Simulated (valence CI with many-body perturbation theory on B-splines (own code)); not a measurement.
# K⁵⁺: calculation against measured levels

Level of theory: configuration interaction combined with many-body perturbation theory (CI+MBPT): four valence electrons over a frozen Dirac-Fock core [Ne], a basis of 11 s, 11 p, 10 d, 8 f, 5 g, 2 h functions for each j, with the one-electron correlation potential Σ1, the two-electron term Σ2, the three-electron term Σ3, Breit, model QED; selected CI, second order for the rest, scaled by the run's own slope (own B-spline code, finite nucleus).

Against 25 measured levels this calculation errs by 128 cm⁻¹ on average and by 501 at most. These come from a selection out of Sansonetti, J. Phys. Chem. Ref. Data 37, 7 (2008). Levels without a partner in it may be off by more. Among the levels kept, up to 940 cm⁻¹ of a level comes from second order outside the variational space, and about a tenth of that is noise between levels of different J, which matters for small intervals.

Measured levels: Sansonetti, J. Phys. Chem. Ref. Data 37, 7 (2008). Pairs share parity and J, and are chosen by configuration, term and nearness in energy; levels without a clear partner are left out. Energies in cm⁻¹ above the measured ground level.

Names give the largest LS component (configuration and term), which can be under half, so a name can repeat, a term be missing and a line seem to break the LS rules; names also repeat where a configuration has a term twice.

| Computed label | Label in the source | Measured | Computed | Difference |
| --- | --- | --- | --- | --- |
| 3s²3p² ³P_0 | 3s2 3p2 3P | 0 | 0.0 | 0 |
| 3s²3p² ³P_1 | 3s2 3p2 3P | 1132.5 | 1133.8 | +1 |
| 3s²3p² ³P_2 | 3s2 3p2 3P | 2927.2 | 2932.1 | +5 |
| 3s²3p² ¹D_2 | 3s2 3p2 1D | 18977.8 | 19103.6 | +126 |
| 3s²3p² ¹S_0 | 3s2 3p2 1S | 43358.8 | 43601.2 | +242 |
| 3s3p³ ³D°_1 | 3s 3p3 3D° | 140741.3 | 140677.3 | -64 |
| 3s3p³ ³D°_2 | 3s 3p3 3D° | 140795.4 | 140733.4 | -62 |
| 3s3p³ ³D°_3 | 3s 3p3 3D° | 140995.7 | 140935.8 | -60 |
| 3s3p³ ³P°_0 | 3s 3p3 3P° | 163421.3 | 163478.2 | +57 |
| 3s3p³ ³P°_1 | 3s 3p3 3P° | 163435 | 163496.1 | +61 |
| 3s3p³ ³P°_2 | 3s 3p3 3P° | 163438 | 163496.7 | +59 |
| 3s3p³ ¹D°_2 | 3s 3p3 1D° | 178872.9 | 178824.5 | -48 |
| 3s3p³ ³S°_1 | 3s 3p3 3S° | 218317.3 | 218639.9 | +323 |
| 3s3p³ ¹P°_1 | 3s 3p3 1P° | 223840.1 | 224199.2 | +359 |
| 3s²3p3d ³P°_2 | 3s2 3p 3d 3P° | 252327 | 252444.3 | +117 |
| 3s²3p3d ³P°_1 | 3s2 3p 3d 3P° | 253503 | 253596.3 | +93 |
| 3s²3p3d ³P°_0 | 3s2 3p 3d 3P° | 254037 | 254128.1 | +91 |
| 3s²3p3d ³D°_1 | 3s2 3p 3d 3D° | 260069 | 260200.6 | +132 |
| 3s²3p3d ³D°_2 | 3s2 3p 3d 3D° | 260503 | 260635.4 | +132 |
| 3s²3p3d ³D°_3 | 3s2 3p 3d 3D° | 260786 | 260919.6 | +134 |
| 3s²3p3d ¹F°_3 | 3s2 3p 3d 1F° | 285687 | 286061.3 | +374 |
| 3s²3p3d ¹P°_1 | 3s2 3p 3d 1P° | 293723 | 294223.9 | +501 |
| 3s²3p4s ³P°_0 | 3s2 3p 4s 3P° | 387423 | 387384.0 | -39 |
| 3s²3p4s ³P°_1 | 3s2 3p 4s 3P° | 388116 | 388064.1 | -52 |
| 3s²3p4s ³P°_2 | 3s2 3p 4s 3P° | 390496 | 390452.0 | -44 |
| 3s²3p4s ¹P°_1 | 3s2 3p 4s 1P° | 394420 | 394394.9 | -25 |

Over 25 excited levels the mean absolute difference is 128 cm⁻¹, the median 64 and the largest 501. The comparison draws on a selection of the measured levels: 26 of the 194 computed ones have a partner in it, and others may be off by more.
